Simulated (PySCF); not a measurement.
ClH2Si, SMILES Cl[SiH2] (connectivity only; charge and spin as stated), charge +1, multiplicity 1. Geometry: PBE-D3(BJ)/def2-TZVP. The spin state was assumed, not searched. The isomer is the one that the SMILES or the coordinates give; other isomers of the formula were not compared.

TDDFT-M06-2X/def2-TZVPD in PySCF puts the lowest singlet excitations at 4.85, 6.49, 6.76, 6.98, 7.74, 8.35 eV.

**Question.** What are the lowest excitation roots from ADC(2)/aug-cc-pVDZ (PySCF)? (The exact figures need the calculation; the answer reports its results.)

**Answer.** 5.04, 6.38, 7.40, 7.45, 8.16, 8.85 eV. S1 differs by 0.18 eV (second minus first; roots are paired by order, and the bases may differ).
